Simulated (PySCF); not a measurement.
Isomers of C5H6F4Si, one GFN2-xTB conformer each. Single-point energies are computed at PBE0/pcSseg-1 (PySCF, gas phase, no added dispersion term), electronic only.

```tsv
SMILES	GFN2-xTB relative energy (kJ/mol)
F[C@H]1[SiH2]CC=C1C(F)(F)F	0.0
F[C@@H](C#C[SiH3])CC(F)(F)F	87.3
```

Conformers: `[F:1][C@@H:2]([C:3]#[C:4][SiH3:5])[CH2:6][C:7]([F:8])([F:9])[F:10]` with F1–C2–C6–C7 167°.

Q: What does PBE0/pcSseg-1 give for the same structures?

A: 
```
                     SMILES  PBE0/pcSseg-1 E (Eh)  PBE0/pcSseg-1 (kJ/mol)  GFN2-xTB (kJ/mol)  point group
 F[C@H]1[SiH2]CC=C1C(F)(F)F            -882.20473                     0.0                0.0           C1
F[C@@H](C#C[SiH3])CC(F)(F)F            -882.15943                   119.0               87.3           C1
```

Both levels put the same isomer lowest. As drawn, the lower has a C=C bond outside aromatic rings, which the higher lacks; the higher has a C≡C bond, which the lower lacks.

Q: Which frontier levels, dipoles and rotational constants go with these structures?

A: 
```json
{"SMILES": "F[C@H]1[SiH2]CC=C1C(F)(F)F", "HOMO (eV, PBE0/pcSseg-1)": "-8.30", "LUMO (eV)": "-0.87", "dipole (D)": "4.18", "A, B, C (MHz)": "1969, 809.4, 669.3"}
{"SMILES": "F[C@@H](C#C[SiH3])CC(F)(F)F", "HOMO (eV, PBE0/pcSseg-1)": "-8.28", "LUMO (eV)": "-0.54", "dipole (D)": "0.80", "A, B, C (MHz)": "1552, 571.1, 457.8"}
```
